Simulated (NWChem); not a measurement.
System: GeHCl, singlet; SMILES [Cl][GeH]

The following NWChem deck was run.

```
start job
memory heap 200 mb stack 900 mb global 1100 mb
geometry units angstroms noautoz
  Ge    -0.017290    -0.756268     0.000000
  H      1.579635    -0.869610     0.000000
  Cl    -0.002840     1.425353     0.000000
end
basis spherical
  Ge library def2-tzvp
  H library def2-tzvp
  Cl library def2-tzvp
end
dft
  xc becke88 lyp
  iterations 150
  mulliken
end
task dft energy
```

Low-valent species are run as closed-shell singlets; no triplet was tried in these runs. Coordinates come from a PBE0-D3(BJ)/def2-TZVP optimisation.

Predict the main results of this run. (BLYP/def2-TZVP.) Quantities: energy (Ha); highest occupied level (eV); orbital gap (eV); dipole (D).


* **energy (Ha)**: -2537.89
* **highest occupied level (eV)**: -5.93
* **orbital gap (eV)**: 2.19
* **dipole (D)**: 1.63
